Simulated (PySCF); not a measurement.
F2W, SMILES [F][W][F] (connectivity only; charge and spin as stated), neutral, multiplicity 5.

Geometry: B3LYP-D3(BJ)/def2-TZVP. The spin state was assumed, not searched. The def2 effective core potentials stand for the cores of W; spin–orbit coupling is left out.

Method: TDA-PBE0/def2-TZVPD run with PySCF.

Vertical excitations. Gas-phase values at a fixed geometry.

Computed excitation energies, oscillator strengths and character:
```json
[
 {"state": "root 1", "energy (eV)": "0.71", "λ (nm)": "1752", "f": "0.000", "main pairs": "α HOMO→LUMO 99 %"},
 {"state": "root 2", "energy (eV)": "2.02", "λ (nm)": "614", "f": "0.000", "main pairs": "α HOMO−1→LUMO 90 %"},
 {"state": "root 3", "energy (eV)": "2.07", "λ (nm)": "599", "f": "0.000", "main pairs": "α HOMO−2→LUMO 99 %"},
 {"state": "root 4", "energy (eV)": "2.48", "λ (nm)": "499", "f": "0.004", "main pairs": "α HOMO−3→LUMO 90 %"},
 {"state": "root 5", "energy (eV)": "3.15", "λ (nm)": "394", "f": "0.000", "main pairs": "α HOMO→LUMO+1 93 %"},
 {"state": "root 6", "energy (eV)": "3.57", "λ (nm)": "348", "f": "0.017", "main pairs": "α HOMO→LUMO+2 98 %"},
 {"state": "root 7", "energy (eV)": "4.48", "λ (nm)": "276", "f": "0.003", "main pairs": "α HOMO−1→LUMO+1 87 %"},
 {"state": "root 8", "energy (eV)": "4.50", "λ (nm)": "275", "f": "0.004", "main pairs": "α HOMO−2→LUMO+1 85 %"},
 {"state": "root 9", "energy (eV)": "4.71", "λ (nm)": "263", "f": "0.000", "main pairs": "α HOMO→LUMO+3 91 %"},
 {"state": "root 10", "energy (eV)": "4.86", "λ (nm)": "255", "f": "0.000", "main pairs": "α HOMO−2→LUMO+2 69 %, α HOMO−3→LUMO+1 20 %"}
]
```
Unrestricted roots are not spin-pure.
